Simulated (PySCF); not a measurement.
## Chromium: a sound run and one with changed settings

Sound run: Cr²⁺ [Ar] 3d4, Cr³⁺ [Ar] 3d3. Calculation: PySCF 2.14, in def2-SVP; no relativity, point nucleus. The sound run starts from symmetry-adapted Hartree-Fock orbitals and uses a fine grid where one is needed.

Changed run: 26 angular points. This setting is unsound on purpose.

| species | method | sound run (hartree) | changed run (hartree) | converged |
| --- | --- | --- | --- | --- |
| Cr²⁺ | UHF | -1042.41987 | -1042.41987 | yes |
| Cr²⁺ | MN15 | -1043.44145 | -1043.41786 | yes |
| Cr²⁺ | PBE | -1043.14988 | -1043.16018 | yes |
| Cr³⁺ | UHF | -1041.28661 | -1041.28661 | yes |
| Cr³⁺ | MN15 | -1042.23066 | -1042.15830 | yes |
| Cr³⁺ | PBE | -1041.94778 | -1041.97972 | yes |

Ionisation energy of Cr²⁺:

```
method  sound run (eV)  changed run (eV)
   UHF          30.837            30.837
  MN15          32.947            34.274
   PBE          32.711            32.122
```

A coarse angular grid integrates products of high-l functions wrongly, so density functionals can shift, and the SCF can exploit the error; Hartree-Fock and MP2 need no grid.

For comparison, NIST gives 30.959 ± 0.025 eV between the lowest levels.
